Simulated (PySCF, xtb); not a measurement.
H3IOSiZn, SMILES [SiH3][O][Zn][I].

GFN2-xTB (xtb 6.7.1) at its own geometry gives an orbital gap of 3.55 eV and a dipole moment of 4.16 D.

Geometry optimised at r2SCAN-D4/def2-SVP. The structure was generated by enumeration; whether it is a known compound was not checked. The def2 effective core potentials stand for the cores of I; spin–orbit coupling is left out. The values are those of a single conformer.

### Question
What does M06-2X/def2-TZVP (PySCF) give? (An estimate is asked for; the answer gives what the named calculation found.)

### Answer
gap 8.14 eV (levels -9.15 and -1.01 eV), dipole 0.51 D.
